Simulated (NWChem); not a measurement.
System: InN3H6; SMILES [NH2][In]([NH2])[NH2]

Excerpt of the output:

```
             Northwest Computational Chemistry Package (NWChem) 7.3.0
             --------------------------------------------------------

 CS  symmetry detected

                             Geometry "geometry" -> ""
                             -------------------------

 Output coordinates in angstroms (scale by  1.889725989 to convert to a.u.)

  No.       Tag          Charge          X              Y              Z
 ---- ---------------- ---------- -------------- -------------- --------------
    1 In                  49.0000    -0.00278507    -0.01033017     0.00000000
    2 N                    7.0000     2.03710566    -0.03198372     0.00000000
    3 H                    1.0000     2.48315012     0.36794934    -0.82170446
    4 H                    1.0000     2.48315012     0.36794934     0.82170446
    5 N                    7.0000    -1.00837599     0.08306548    -1.77180147
    6 H                    1.0000    -0.52618263    -0.30985005    -2.57608037
    7 H                    1.0000    -1.95997125    -0.27452548    -1.77074851
    8 N                    7.0000    -1.00837599     0.08306548     1.77180147
    9 H                    1.0000    -1.95997125    -0.27452548     1.77074851
   10 H                    1.0000    -0.52618263    -0.30985005     2.57608037

 Effective nuclear repulsion energy (a.u.)     383.1921606263

      Symmetry information
      --------------------

 Group name             Cs
 Group number              2
 Group order               2
 No. of unique centers     6

                                 NWChem DFT Module
                                 -----------------

 Summary of "ao basis" -> "ao basis" (spherical)
 ------------------------------------------------------------------------------
       Tag                 Description            Shells   Functions and Types
 ---------------- ------------------------------  ------  ---------------------
 In                          sto-3g                 11       27   5s4p2d
 N                           sto-3g                  3        5   2s1p
 H                           sto-3g                  1        1   1s

      Symmetry analysis of basis
      --------------------------

        a'         31
        a"         17

            General Information
            -------------------
          SCF calculation type: DFT
          Wavefunction type:  closed shell.
          No. of atoms     :    10
          No. of electrons :    76
           Alpha electrons :    38
            Beta electrons :    38
          Charge           :     0
          Spin multiplicity:     1
          Use of symmetry is: on ; symmetry adaption is: on
          Maximum number of iterations: 150
          AO basis - number of functions:    48
                     number of shells:    26
          Convergence on energy requested:  1.00D-06
          Convergence on density requested:  1.00D-05
          Convergence on gradient requested:  5.00D-04

              XC Information
              --------------
                  TPSS metaGGA Exchange Functional  1.000
             TPSS03 metaGGA Correlation Functional  1.000

             Grid Information
             ----------------
          Grid used for XC integration:  medium
          Radial quadrature: Mura-Knowles
          Angular quadrature: Lebedev.
          Tag              B.-S. Rad. Rad. Pts. Rad. Cut. Ang. Pts.
          ---              ---------- --------- --------- ---------
          In                  1.55      123           8.0       590
          N                   0.65       49          11.0       434
          H                   0.35       45          12.0       434
          Grid pruning is: on
          Number of quadrature shells:   356
          Spatial weights used:  Erf1

      Superposition of Atomic Density Guess
      -------------------------------------

 Sum of atomic energies:       -5846.43192885

      Non-variational initial energy
      ------------------------------

 Total energy =   -5846.736171
 1-e energy   =   -8866.039583
 2-e energy   =    2636.111251
 HOMO         =      -0.137949
 LUMO         =       0.188526

      Symmetry analysis of molecular orbitals - initial
      -------------------------------------------------

  Numbering of irreducible representations:

     1 a'          2 a"

  Orbital symmetries:

     1 a'          2 a'          3 a"          4 a'          5 a'
     6 a'          7 a"          8 a'          9 a'         10 a'
    11 a"         12 a'         13 a"         14 a'         15 a'
    16 a"         17 a'         18 a'         19 a"         20 a'
    21 a'         22 a'         23 a"         24 a'         25 a'
    26 a"         27 a"         28 a'         29 a"         30 a'
    31 a'         32 a"         33 a'         34 a'         35 a"
    36 a'         37 a'         38 a"         39 a'         40 a'
    41 a'         42 a"         43 a'         44 a"         45 a'
    46 a"         47 a'         48 a"

     ---------------------------------------------
      Total Density - Mulliken Population Analysis
     ---------------------------------------------

    Atom       Charge   Shell Charges
 -----------   ------   -------------------------------------------------------
    1 In  49    47.67   2.00  2.00  6.00  2.00  5.99  2.01  5.97  0.89  0.88 10.00  9.92
    2 N    7     7.93   2.00  1.67  4.26
    3 H    1     0.76   0.76
    4 H    1     0.76   0.76
    5 N    7     7.93   2.00  1.67  4.27
    6 H    1     0.76   0.76
    7 H    1     0.76   0.76
    8 N    7     7.93   2.00  1.67  4.27
    9 H    1     0.76   0.76
   10 H    1     0.76   0.76

[...]
```

Level: TPSS/STO-3G, non-relativistic. Structure relaxed at the PBE0/def2-SVP (def2 core potentials past Kr) level. Not confirmed as a minimum by frequencies.

Q: Which NWChem input produces such a log?

A: Several could match; the one computed here: the input that was run:
```
start job
memory heap 200 mb stack 900 mb global 1100 mb
geometry units angstroms noautoz
  In    -0.004450     0.000000    -0.005955
  N      2.035297     0.006320     0.025909
  H      2.473246    -0.814064     0.437348
  H      2.468144     0.829337     0.437462
  N     -1.006659    -1.774912     0.061023
  H     -0.511822    -2.577674    -0.319067
  H     -1.948530    -1.776785    -0.321445
  N     -1.017621     1.768674     0.061037
  H     -1.959516     1.764695    -0.321355
  H     -0.527794     2.574462    -0.319136
end
basis spherical
  * library sto-3g
end
dft
  xc xtpss03 ctpss03
  iterations 150
  mulliken
end
task dft energy
```
